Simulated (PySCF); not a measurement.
Electronic structure of V(SH)2

V(SH)2 holds V(II), d3, at total charge 0. The structure is a PBE0-D3(BJ)/def2-TZVP geometry optimised for multiplicity 4; coordination linear, point group C2h, metal–donor distances 2.29 Å.

```
5

V     0.000    0.000    0.000
S     0.000    0.000    2.293
H     0.000    1.338    2.449
S     0.000    0.000   -2.293
H     0.000   -1.338   -2.449
```

Method (PySCF 2.14, density fitting): CASSCF(3,5) with orbitals averaged over all microstates of the shell, strongly contracted NEVPT2 on the averaged canonical orbitals; basis x2c-TZVPall on the metal, x2c-SVPall elsewhere; spin-free X2C; gas phase; spin-orbit coupling by state interaction with the mean-field operator over all roots.

## Spin-free states

```
2S+1  deg.  symmetry  free-ion term  CASSCF / cm⁻¹  NEVPT2 / cm⁻¹  f(ED)          occupations
   4     1       4Bg        4F 0.95              0              0      –  0.7 0.9 0.8 0.5 0.1
   4     1       4Bg        4F 0.97            758            292      0  0.8 0.9 0.2 0.9 0.1
   4     1       4Ag        4F 1.00           1275           1287      0  1.0 0.3 0.7 0.7 0.3
   4     1       4Bg        4F 0.93           2982           3129      0  0.7 0.5 0.7 0.6 0.5
   4     1       4Ag        4F 0.99           3218           4875      0  0.1 0.9 0.8 0.1 0.9
   4     1       4Ag        4F 0.97           4025           5006      0  0.3 0.9 0.3 0.6 0.9
   4     1       4Bg        4F 0.98           3438           5087      0  0.9 0.1 0.9 0.2 0.9
   4     1       4Bg        4P 0.85          12633          10858      0  0.9 0.5 0.4 0.7 0.6
   2     1       2Ag        2G 0.79          13688          12472      –  0.6 0.9 0.8 0.5 0.2
   2     1       2Ag        2G 0.76          14309          12535      –  1.1 0.5 0.8 0.5 0.1
   2     1       2Bg        2G 0.76          13714          12536      –  0.7 0.9 0.8 0.5 0.1
   2     1       2Bg        2G 0.81          14546          12723      –  0.8 0.9 0.5 0.7 0.2
   2     1       2Ag        2G 0.86          14718          12854      –  0.7 0.7 0.7 0.6 0.3
   2     1       2Ag        2G 0.80          15056          13140      –  1.2 0.4 0.4 0.8 0.2
   2     1       2Bg        2G 0.86          14963          13148      –  0.8 0.7 0.5 0.7 0.3
```

Only the lowest 15 spin-free levels are listed. Energies are counted from the ground state at NEVPT2 level. Weights follow the labels. f(ED) is the electric-dipole oscillator strength from the ground state at the fixed geometry, without vibronic coupling; occupations, where given, run over the ligand-field orbitals from the lowest.

Ligand-field fit:

```json
{"cm⁻¹": "B", "CASSCF": "821"}
{"cm⁻¹": "B, free ion", "CASSCF": "965"}
{"cm⁻¹": "C", "CASSCF": "3274"}
{"cm⁻¹": "C, free ion", "CASSCF": "3573"}
{"cm⁻¹": "rms of the fit", "CASSCF": "298"}
```

```json
{"orbital": "1", "CASSCF / cm⁻¹": "0", "metal share": "1.00", "main function": "x2-y2 0.94"}
{"orbital": "2", "CASSCF / cm⁻¹": "179", "metal share": "1.00", "main function": "xy 1.00"}
{"orbital": "3", "CASSCF / cm⁻¹": "2246", "metal share": "0.97", "main function": "yz 0.96"}
{"orbital": "4", "CASSCF / cm⁻¹": "3998", "metal share": "0.81", "main function": "z2 0.96"}
{"orbital": "5", "CASSCF / cm⁻¹": "6697", "metal share": "0.94", "main function": "xz 1.00"}
```

ζ = 156 cm⁻¹, against 174 for the free ion.

Spin-orbit levels:

```csv
E / cm⁻¹,deg.,make-up,g (S′ = 1/2)
0.0,2,0.82 4Bg + 0.17 4Bg,0.66 0.69 2.89
65.8,2,0.96 4Bg + 0.04 4Bg,0.49 2.58 4.40
371.6,2,0.95 4Bg + 0.04 4Bg,3.11 3.36 3.52
450.2,2,0.82 4Bg + 0.18 4Bg,0.39 0.51 8.88
1378.2,2,0.99 4Ag,2.26 3.57 4.39
1391.2,2,0.97 4Ag,0.39 0.41 6.79
3196.7,2,0.98 4Bg,0.61 0.66 5.17
3210.4,2,0.99 4Bg,1.67 3.17 4.60
4862.0,2,0.63 4Ag + 0.28 4Ag + 0.08 4Bg,1.68 1.88 2.65
4928.2,2,0.72 4Ag + 0.16 4Ag + 0.11 4Bg,0.00 0.02 5.15
```

Only the lowest levels are listed: 20 of 120 states.

No frequencies were computed for the optimised geometry. 4Bg (292 cm⁻¹) lies within 300 cm⁻¹ of 4Bg at NEVPT2 level, inside the method's error: their order is undecided, and g values and low-temperature moments can hang on it. NEVPT2 lifts 4Ag from 3218 to 4875 cm⁻¹; on the d shell alone such lifts tend to overshoot.

The job took 5.5 s on one thread of Arm Neoverse V1 (shared host), with 94 basis functions, launched as `OMP_NUM_THREADS=1 python lf_run.py task.json out`.
